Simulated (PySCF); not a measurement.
## Two-component Hartree-Fock for Cs²⁰⁺ (caesium, charge +20)

Start: [Ar] 3d10 4s2 4p5; 4p1/2 filled at m_j = +1/2; 4p3/2 filled at m_j = -3/2, -1/2, +1/2, +3/2. Calculated with PySCF 2.14 in an even-tempered Gaussian basis (18 s from 1.3 bohr⁻², ratio 2.8; 14 p from 1.7 bohr⁻², ratio 2.8; 9 d from 2.9 bohr⁻², ratio 2.8; 4 f from 10 bohr⁻², ratio 3): generalised Hartree-Fock with the X2C-1e Hamiltonian and a Gaussian nucleus; one run each with spin-orbit coupling (SO) screened by Boettger's factors, then bare. This is a chosen level, not necessarily the ground level.

```json
{"spinor shell": "1s1/2", "electrons": "2", "ε, screened SO (eV)": "-36712.9", "ε, bare SO (eV)": "-36712.6", "weight of nominal j (bare SO)": "1.000", "rms radius, bare SO (bohr)": "0.0298"}
{"spinor shell": "2s1/2", "electrons": "2", "ε, screened SO (eV)": "-6328.0", "ε, bare SO (eV)": "-6327.9", "weight of nominal j (bare SO)": "1.000", "rms radius, bare SO (bohr)": "0.121"}
{"spinor shell": "2p1/2", "electrons": "2", "ε, screened SO (eV)": "-5973.8", "ε, bare SO (eV)": "-5984.1", "weight of nominal j (bare SO)": "1.000", "rms radius, bare SO (bohr)": "0.104"}
{"spinor shell": "2p3/2", "electrons": "4", "ε, screened SO (eV)": "-5618.8", "ε, bare SO (eV)": "-5614.8", "weight of nominal j (bare SO)": "1.000", "rms radius, bare SO (bohr)": "0.110"}
{"spinor shell": "3s1/2", "electrons": "2", "ε, screened SO (eV)": "-1770.8", "ε, bare SO (eV)": "-1770.8", "weight of nominal j (bare SO)": "1.000", "rms radius, bare SO (bohr)": "0.316"}
{"spinor shell": "3p1/2", "electrons": "2", "ε, screened SO (eV)": "-1621.8", "ε, bare SO (eV)": "-1623.8", "weight of nominal j (bare SO)": "1.000", "rms radius, bare SO (bohr)": "0.307"}
{"spinor shell": "3p3/2", "electrons": "4", "ε, screened SO (eV)": "-1551.7", "ε, bare SO (eV)": "-1550.9", "weight of nominal j (bare SO)": "1.000", "rms radius, bare SO (bohr)": "0.319"}
{"spinor shell": "3d3/2", "electrons": "4", "ε, screened SO (eV)": "-1294.4", "ε, bare SO (eV)": "-1296.5", "weight of nominal j (bare SO)": "1.000", "rms radius, bare SO (bohr)": "0.290"}
{"spinor shell": "3d5/2", "electrons": "6", "ε, screened SO (eV)": "-1279.7", "ε, bare SO (eV)": "-1278.4", "weight of nominal j (bare SO)": "1.000", "rms radius, bare SO (bohr)": "0.294"}
{"spinor shell": "4s1/2", "electrons": "2", "ε, screened SO (eV)": "-709.99", "ε, bare SO (eV)": "-709.99", "weight of nominal j (bare SO)": "0.999", "rms radius, bare SO (bohr)": "0.680"}
{"spinor shell": "4p1/2", "electrons": "1", "ε, screened SO (eV)": "-650.88", "ε, bare SO (eV)": "-651.42", "weight of nominal j (bare SO)": "1.000", "rms radius, bare SO (bohr)": "0.698"}
{"spinor shell": "4p3/2", "electrons": "4", "ε, screened SO (eV)": "-629.71", "ε, bare SO (eV)": "-629.50", "weight of nominal j (bare SO)": "1.000", "rms radius, bare SO (bohr)": "0.721"}
```

```tsv
quantity	screened SO	bare SO
E (hartree)	-7616.82859	-7617.04190
M_J	1/2	1/2
⟨J²⟩	0.753	0.753
⟨L²⟩	2.025	2.027
⟨S²⟩	0.770	0.772
```

Each row is a mean over spinors that exchange with the open shell spreads, by up to 3.884 eV (3p1/2).

Breit and QED terms are absent; they matter most for the inner s and p1/2 levels.

Densities and radii are taken from the X2C orbitals without a picture-change correction, which distorts them close to the nucleus.
